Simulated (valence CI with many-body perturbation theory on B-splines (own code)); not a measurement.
**Ir XXVIII: M1 decay**

Level of theory: relativistic CI+MBPT: four valence electrons over a frozen Dirac-Fock core [Kr] 4d10, radial functions for each j: 7 s, 7 p, 7 d, 7 f, 4 g, 2 h, with the one-electron correlation potential Σ1, the two-electron term Σ2, the three-electron term Σ3, Breit, model QED; selected CI, second order for the rest, scaled by the run's own slope (own B-spline code, finite nucleus).

The last digits are not significant, and no measured levels were compared; by estimate large intervals hold to a few tenths of a per cent, small ones and those within an open d or f shell to about a per cent. Excitations out of the core, of the other parity, are not computed and may begin above about 176 eV (a cautious bound); beyond it only levels of the ground parity were kept, without lifetimes.

Lines 1 to 50 of 120 in falling wavelength, among levels below 175.83 eV, chosen from the decays that carry over 1 % of a level's rate. Wavelengths and rates use the calculated energies. S is in atomic units (e²a₀⁴ for E2 and M2, e²a₀⁶ for E3), for M1 in squared Bohr magnetons. Weak lines are less certain than strong ones. Lines between different terms over intervals too small for the method are left out, as are lines whose strength nearly cancels. Where a level lies close to another of its J and parity, the split of strength between their lines is uncertain.

Levels are named by their leading jj configuration (3d3/2^4 stands for four electrons in 3d with j = 3/2), which in mixed levels can hold well under half, so a name can repeat and another be missing. Letters in brackets count levels of one name in rising energy.

```csv
λ vac (Å),Upper,Lower,Type,A (s⁻¹),S (a.u.)
17070,(4f5/2^3 4f7/2) J=2 [b],(4f5/2^3 4f7/2) J=3 [a],M1,1.89e+00,1.74e+00
14020,(4f5/2^3 4f7/2) J=3 [a],(4f5/2^3 4f7/2) J=4 [a],M1,7.08e+00,5.06e+00
12230,(4f5/2^2 4f7/2^2) J=6 [d],(4f5/2^2 4f7/2^2) J=5 [c],M1,5.23e+00,4.61e+00
11580,(4f5/2^3 4f7/2) J=8 [a],(4f5/2^3 4f7/2) J=7 [a],M1,1.61e+01,1.58e+01
11170,(4f5/2^2 4f7/2^2) J=0 [a],(4f5/2^2 4f7/2^2) J=1 [a],M1,2.63e+01,1.36e+00
8878,(4f5/2^3 4f7/2) J=1 [a],(4f5/2^4) J=2,M1,5.83e+01,4.54e+00
8865,(4f5/2^3 4f7/2) J=7 [a],(4f5/2^2 4f7/2^2) J=6 [a],M1,6.79e+01,2.63e+01
8835,(4f5/2^3 4f7/2) J=2 [a],(4f5/2^3 4f7/2) J=1 [a],M1,2.02e+01,2.59e+00
8703,(4f5/2^2 4f7/2^2) J=6 [d],(4f5/2^2 4f7/2^2) J=5 [b],M1,1.47e+01,4.66e+00
8523,(4f5/2^2 4f7/2^2) J=6 [c],(4f5/2^2 4f7/2^2) J=5 [a],M1,1.86e+01,5.55e+00
7358,(4f5/2^3 4f7/2) J=3 [b],(4f5/2^3 4f7/2) J=4 [a],M1,2.23e+01,2.31e+00
7353,(4f5/2^2 4f7/2^2) J=4 [a],(4f5/2^3 4f7/2) J=3 [b],M1,3.63e+01,4.81e+00
7173,(4f5/2^3 4f7/2) J=2 [b],(4f5/2^3 4f7/2) J=1 [a],M1,1.27e+01,8.67e-01
7170,(4f5/2^2 4f7/2^2) J=3 [b],(4f5/2^2 4f7/2^2) J=2 [a],M1,2.78e+01,2.66e+00
7017,(4f5/2^3 4f7/2) J=1 [b],(4f5/2^4) J=0,M1,1.10e+02,4.24e+00
6346,(4f5/2^2 4f7/2^2) J=5 [c],(4f5/2^2 4f7/2^2) J=4 [b],M1,1.45e+02,1.51e+01
6345,(4f5/2^2 4f7/2^2) J=6 [a],(4f5/2^3 4f7/2) J=5 [a],M1,2.42e+02,2.98e+01
6219,(4f5/2^2 4f7/2^2) J=3 [b],(4f5/2^2 4f7/2^2) J=4 [b],M1,9.20e+00,5.74e-01
6191,(4f5/2^2 4f7/2^2) J=5 [a],(4f5/2^2 4f7/2^2) J=4 [a],M1,1.20e+02,1.16e+01
6182,(4f5/2^3 4f7/2) J=1 [b],(4f5/2^2 4f7/2^2) J=2 [a],M1,4.03e+00,1.06e-01
5169,(4f5/2^3 4f7/2) J=3 [a],(4f5/2^4) J=2,M1,1.29e+02,4.62e+00
4985,(4f5/2^2 4f7/2^2) J=4 [a],(4f5/2^3 4f7/2) J=3 [a],M1,1.85e+02,7.64e+00
4936,(4f5/2^3 4f7/2) J=5 [a],(4f5/2^4) J=4,M1,4.37e+02,2.14e+01
4850,(4f5/2^2 4f7/2^2) J=5 [a],(4f5/2^3 4f7/2) J=5 [b],M1,8.48e+01,3.94e+00
4842,(4f5/2^2 4f7/2^2) J=2 [c],(4f5/2^2 4f7/2^2) J=2 [a],M1,3.21e+01,6.76e-01
4428,(4f5/2^3 4f7/2) J=2 [a],(4f5/2^4) J=2,M1,1.30e+02,2.10e+00
4401,(4f5/2^3 4f7/2) J=5 [b],(4f5/2^3 4f7/2) J=4 [a],M1,2.26e+02,7.87e+00
4383,(4f5/2^2 4f7/2^2) J=8 [a],(4f5/2^3 4f7/2) J=8 [b],M1,2.17e+01,1.15e+00
4218,(4f5/2^2 4f7/2^2) J=9,(4f5/2^3 4f7/2) J=8 [b],M1,1.75e+02,9.25e+00
4145,(4f5/2^3 4f7/2) J=8 [b],(4f5/2^3 4f7/2) J=8 [a],M1,3.43e+02,1.54e+01
3967,(4f5/2^3 4f7/2) J=2 [b],(4f5/2^4) J=2,M1,1.03e+02,1.19e+00
3949,(4f5/2^2 4f7/2^2) J=4 [b],(4f5/2^3 4f7/2) J=3 [b],M1,4.77e+02,9.80e+00
3875,(4f5/2^3 4f7/2) J=3 [b],(4f5/2^4) J=2,M1,3.34e+02,5.05e+00
3773,(4f5/2^2 4f7/2^2) J=4 [c],(4f5/2^2 4f7/2^2) J=4 [a],M1,2.28e+01,4.09e-01
3730,(4f5/2^3 4f7/2) J=7 [b],(4f5/2^3 4f7/2) J=7 [a],M1,2.68e+02,7.73e+00
3678,(4f5/2^2 4f7/2^2) J=4 [a],(4f5/2^3 4f7/2) J=4 [a],M1,2.21e+02,3.67e+00
3642,(4f5/2^2 4f7/2^2) J=2 [a],(4f5/2^3 4f7/2) J=3 [b],M1,1.20e+02,1.07e+00
3597,(4f5/2^2 4f7/2^2) J=3 [b],(4f5/2^2 4f7/2^2) J=4 [a],M1,9.74e+01,1.18e+00
3564,(4f5/2^2 4f7/2^2) J=2 [a],(4f5/2^3 4f7/2) J=2 [b],M1,2.07e+02,1.73e+00
3492,(4f5/2^2 4f7/2^2) J=5 [b],(4f5/2^3 4f7/2) J=5 [b],M1,1.86e+02,3.23e+00
3476,(4f5/2^2 4f7/2^2) J=8 [a],(4f5/2^3 4f7/2) J=7 [b],M1,2.84e+02,7.51e+00
3441,(4f5/2^2 4f7/2^2) J=3 [a],(4f5/2^3 4f7/2) J=2 [b],M1,1.92e+01,2.03e-01
3405,(4f5/2^3 4f7/2) J=4 [a],(4f5/2^3 4f7/2) J=5 [a],M1,1.02e+02,1.35e+00
3259,(4f5/2^2 4f7/2^2) J=2 [a],(4f5/2^3 4f7/2) J=2 [a],M1,8.21e+01,5.27e-01
3229,(4f5/2^2 4f7/2^2) J=4 [c],(4f5/2^3 4f7/2) J=5 [b],M1,2.13e+02,2.39e+00
3156,(4f5/2^2 4f7/2^2) J=3 [a],(4f5/2^3 4f7/2) J=2 [a],M1,7.63e+02,6.22e+00
3146,(4f5/2^2 4f7/2^2) J=4 [b],(4f5/2^3 4f7/2) J=3 [a],M1,5.55e+01,5.77e-01
3130,(4f5/2^2 4f7/2^2) J=5 [c],(4f5/2^3 4f7/2) J=5 [b],M1,1.14e+02,1.43e+00
3128,(4f5/2^2 4f7/2^2) J=5 [b],(4f5/2^2 4f7/2^2) J=6 [b],M1,4.08e+01,5.09e-01
3091,(4f5/2^2 4f7/2^2) J=6 [c],(4f5/2^3 4f7/2) J=5 [b],M1,2.90e+02,4.12e+00
```
